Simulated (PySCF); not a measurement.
C3H6NPSi.
Atom-mapped SMILES: `[CH2:1]=[C:2]([C:3]#[N:4])[SiH2:5][PH2:6]` (hydrogens: H7, H8 on C1; H9, H10 on Si5; H11, H12 on P6)

Computed with PBE0-D3(BJ)/def2-SVP geometry optimisation, gas phase in PySCF.

List the bond lengths, angles and torsions at this level.

```tsv
bond	length (Å)
C1=C2	1.345
C2–C3	1.430
C3≡N4	1.161
C2–Si5	1.894
Si5–P6	2.264
C1–H7	1.095
C1–H8	1.094
Si5–H9, Si5–H10	1.493
P6–H11, P6–H12	1.430
```

Bonds in one row agree within 0.01 Å and their mean is given. A selection of angles:
```tsv
angle	degrees
C2–C1–H7	121.8
C2–C1–H8	120.8
H7–C1–H8	117.3
C1–C2–C3	120.9
C1–C2–Si5	122.6
C3–C2–Si5	116.5
C2–C3–N4	176.1
C2–Si5–P6	107.4
C2–Si5–H9	107.0
C2–Si5–H10	109.0
P6–Si5–H9	110.0
P6–Si5–H10	113.3
H9–Si5–H10	110.0
Si5–P6–H11	93.4
Si5–P6–H12	92.3
H11–P6–H12	93.6
```

Torsions: C1–C2–Si5–P6 115° (anticlinal). The mirror-image conformer, all signs reversed, is as good.

P6 (three-coordinate phosphorus) is pyramidal (angles 93.6°, 93.4° and 92.3°, sum 279.4°, 0.87 Å off the plane of its three neighbours). Si5 (SiH2 silicon) is distorted tetrahedral (angles from 107.0° to 113.3°). The 2 C–C bonds span 1.345 Å (C1=C2, drawn double) to 1.430 Å (C2–C3, drawn single), a spread of 0.085 Å.

Point group: C1 (no symmetry element, even within 0.4 Å). PBE0-D3(BJ)/def2-SVP frequencies: not computed here. One conformer, not necessarily the lowest (C1–C2–Si5–P6 115°, C2–Si5–P6–H 161° and 67°).

The run took 91 s on one thread, Intel Xeon Platinum 8488C (x86_64), no GPU, on a shared host, and the process peaked at 0.52 GiB of memory. These figures are those of the optimisation.
